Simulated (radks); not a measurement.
Values are calculated unless marked as measured or tabulated.
All-electron atom: Au+ in [Kr] 4d10 4f14 5s2 5p5 5d10 6s1 (not the ground configuration). Code: a radial shooting solver on a logarithmic mesh with Libxc functionals. Model: scalar-relativistic Kohn-Sham, LDA (Slater exchange, Perdew-Wang correlation), spin-unpolarised, spherical densities, finite nucleus; Fermi nuclear charge, rms radius 5.4371 fm. Some entries of the table are withheld. Estimate them.

orbital,occ.,eigenvalue (eV),<1/r> (bohr^-1)
1s,2,-80692.15,95.62
2s,2,(1),22.43
2p,6,-12332.56,19.97
3s,2,-3374.715,8.313
3p,6,-2817.710,(2)
3d,10,-2220.304,7.144
4s,2,-743.2138,3.566
4p,6,-560.4061,3.221
4d,10,-340.4852,2.887
5s,2,-122.3714,1.471
4f,14,-96.1099,(3)
5p,5,-73.2729,1.252
5d,10,-18.8237,0.8754
6s,1,-14.8936,0.5008

Answer. 
(1) 2s eigenvalue (eV): -14251.90
(2) 3p <1/r> (bohr^-1): 7.589
(3) 4f <1/r> (bohr^-1): 2.465
